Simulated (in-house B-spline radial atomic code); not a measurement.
The numbers below are computed, except where a source is named.
## He ion on Ga atom: potential, deflection and energy transfer

The pair potential comes from two frozen, spherical free-atom densities (PBE, B-spline radial code, scalar-relativistic past argon): electrostatics plus the change in Thomas-Fermi kinetic and Dirac exchange energy where they overlap, the recipe behind the universal ZBL potential, which averages such potentials (from solid-state densities) over many pairs. It is written V = (Z1 Z2 e²/r) φ(r/a), with e² = 14.3996 eV·Å and a = 0.46850 Å/(Z1^0.23 + Z2^0.23); ZBL's fit is φ = 0.18175 e^(−3.1998x) + 0.50986 e^(−0.94229x) + 0.28022 e^(−0.4029x) + 0.02817 e^(−0.20162x). Where φ falls below 4e-4 it is continued as an exponential.

Masses 4.0 and 69.72 u.

```tsv
x = r/a	φ, this pair	φ, ZBL
0.1	0.8848	0.8928
0.25	0.7619	0.7647
0.5	0.6116	0.6096
1	0.4268	0.4164
1.5	0.3099	0.2995
2	0.2263	0.2218
3	0.1304	0.1292
4	0.0821	0.08026
5	0.05293	0.05224
6.5	0.02745	0.02914
8	0.01451	0.01705
10	0.006607	0.008778
12	0.003219	0.00474
14.5	0.001365	0.002328
17	0.0005703	0.001212
```

Question: At x = 5 the electrostatic, kinetic and exchange parts are -21.13, 103.43 and -14.21 eV. Find r, V and φ.

Answer: a = 0.46850/(1.1728 + 2.2030) = 0.13878 Å, so r = 0.69390 Å. V = -21.13 + 103.43 + (-14.21) = 68.09 eV. The bare repulsion is 2 × 31 × 14.3996/0.69390 = 1286.6 eV, so φ = 0.0529, +1.3 % against ZBL's 0.0522. The kinetic (Pauli) term is 152 % of V here, as the other two terms together attract.

Question: The ion comes in at 6.802 keV with impact parameter 0.2776 Å. The scattering integral gives a centre-of-mass angle of 10.13° and a closest approach of 2.109 a. What are the reduced energy, the energy passed on and the laboratory angles?

Answer: ε = E a M2/(Z1 Z2 e² (M1 + M2)) = 6802 × 1.4701e-04 = 1. The most that one collision can pass on is γE with γ = 4 M1 M2/(M1 + M2)² = 0.2053. Here T = γE sin²(θ/2) = 0.2053 × 6802 × 0.0078 = 10.89 eV. The ion turns by arctan(sin θ/(cos θ + M1/M2)) = 9.6°, and the struck atom leaves at (180° − θ)/2 = 84.9°. The closest approach is 0.293 Å. With ZBL the angle would be 9.88° and T = 10.35 eV.
